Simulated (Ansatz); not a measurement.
Reaction (formal loss of a carbene): `CC(F)(CF)C(F)F` → `F[C]F` + `CC(F)CF`

Calculated with Ansatz (gas phase, PBE0-D4/def2-TZVP geometries, no zero-point term in ΔE). CCSD(T)/CBS is the MP2 limit (def2-TZVPP, def2-QZVPP) plus CCSD(T) − MP2 in def2-TZVPP, frozen cores. This one scheme is used for every species. Functionals use def2-TZVPP. B3LYP here is the variant with VWN-RPA as its local correlation; programs differ in this. HSE06 is defined as in plane-wave codes. Each species was taken in one conformer, which may not be the lowest.

```tsv
level	ΔE (kJ/mol)	difference from CCSD(T)/CBS
LDA (SPW92)	311.7	53.3
PBE-D4	256.9	-1.5
revPBE-D4	247.8	-10.6
BLYP-D4	233.9	-24.5
r2SCAN-D4	269.6	11.2
PBE0-D4	271.7	13.3
B3LYP-D4	250.4	-8.0
r2SCANh-D4	273.1	14.7
r2SCAN0-D4	278.0	19.6
HSE06-D4	270.9	12.5
ωB97M-V	253.5	-4.9
B2PLYP	247.3	-11.1
PBE-QIDH	276.1	17.7
PBE	246.9	-11.5
revPBE	218.5	-39.9
BLYP	212.5	-45.9
r2SCAN	266.8	8.4
PBE0	263.1	4.7
B3LYP	234.7	-23.7
r2SCANh	270.1	11.7
r2SCAN0	274.7	16.3
HSE06	263.0	4.6
BHLYP	252.4	-6.0
CAM-B3LYP	252.8	-5.6
LC-ωPBE	265.6	7.2
RPA@PBE/def2-TZVPP	237.8	-20.6
HF/def2-SVP	247.9	-10.5
MP2/def2-SVP	288.1	29.7
CCSD/def2-SVP	269.7	11.3
CCSD(T)/def2-SVP	269.1	10.7
HF/def2-TZVPP	219.2	-39.2
MP2/def2-TZVPP	273.4	15.0
SCS-MP2/def2-TZVPP	259.7	1.3
CCSD/def2-TZVPP	253.1	-5.3
CCSD(T)/def2-TZVPP	254.1	-4.3
HF/def2-QZVPP	217.3	-41.1
MP2/def2-QZVPP	275.2	16.8
HF/CBS(def2)	217.1	-41.3
MP2/CBS(def2)	277.6	19.2
CCSD/CBS(def2)	257.4	-1.0
CCSD(T)/CBS	258.4	0
```

Largest T1 diagnostic among the species: 0.017.

The D4 term adds +15.7 kJ/mol with B3LYP and +8.6 kJ/mol with PBE0; it sums over pairs of atoms, weighted by their polarisabilities, and B3LYP, whose exchange is more repulsive, gets the larger term. Leaving LDA and LC-ωPBE aside and taking each functional with its dispersion term where it has one, the values spread over 44.1 kJ/mol, from BLYP-D4 to r2SCAN0-D4. LDA lies +64.8 kJ/mol from PBE without D4. From PBE to PBE0 (25 % exact exchange), in def2-TZVPP and without D4, ΔE moves by +16.2 kJ/mol.
